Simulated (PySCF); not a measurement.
This PySCF input asks for the NMR shieldings of SMILES C=C1C[Si@@H](O)O1, C$_{3}$H$_{6}$O$_{2}$Si; the geometry comes from GFN2-xTB.

```python
import basis_set_exchange as bse
import numpy as np
from pyscf import gto, dft
from pyscf.prop import nmr

atoms = """
C     1.964152    0.938200    0.133060
C     0.786194    0.369035   -0.008659
C     0.209328   -0.923833    0.502140
Si   -1.296817   -0.404163   -0.556641
O    -2.745274   -0.033800    0.058794
O    -0.268185    0.905827   -0.737515
H     2.193663    1.881798   -0.327477
H     2.729771    0.465187    0.720040
H     0.783902   -1.798414    0.211261
H     0.096787   -0.933930    1.584509
H    -1.594615   -1.114986   -1.779202
H    -2.857706    0.648393    0.717793
"""
names = dict.fromkeys(["C", "Si", "O", "H"], "pcSseg-1")
basis = {el: gto.basis.parse(bse.get_basis(n, elements=[el], fmt="nwchem")) for el, n in names.items()}
mol = gto.M(atom=atoms, basis=basis, charge=0, verbose=0)
mf = dft.RKS(mol, xc="PBE0")
mf.grids.level = 2
mf.grids.alignment = dft.numint.BLKSIZE   # the property module wants whole blocks of grid points
mf.conv_tol = 1e-9
mf.kernel()

calc = nmr.RKS(mf)   # GIAO
C = mf.mo_coeff
Co = C[:, mf.mo_occ > 0]
resp = mf.gen_response(singlet=True, hermi=2)
def vind(x):   # induced exchange potential for any number of trial vectors
    d = np.einsum("pi,xij,qj->xpq", C, 2 * x.reshape(-1, C.shape[1], Co.shape[1]), Co, optimize=True)
    return np.einsum("xpq,pi,qj->xij", resp(d - d.transpose(0, 2, 1)), C, Co, optimize=True).ravel()
mo1, _ = nmr.rhf.solve_mo1(calc, with_cphf=vind)
sigma = calc.kernel(mo1)
for i, s in enumerate(sigma):   # ppm
    print("%2d %-2s %9.2f" % (i, mol.atom_pure_symbol(i), np.trace(s) / 3))
```

Question: Give the expected output.

Answer: 
```
 0 C      97.56
 1 C      22.96
 2 C     156.21
 3 Si    359.88
 4 O     271.47
 5 O     101.38
 6 H      26.90
 7 H      27.54
 8 H      29.33
 9 H      29.24
10 H      26.66
11 H      28.92
```

These numbers come from an equivalent density-fitted implementation of the same equations, which agrees with the script to about 0.01 ppm for H and up to a few tenths of a ppm for heavy atoms, so last digits may differ.

Size and cost of the density-fitted run: 139 basis functions, 19 s wall time on 1 thread of an Arm Neoverse V1, shared host; peak memory 0.68 GiB.
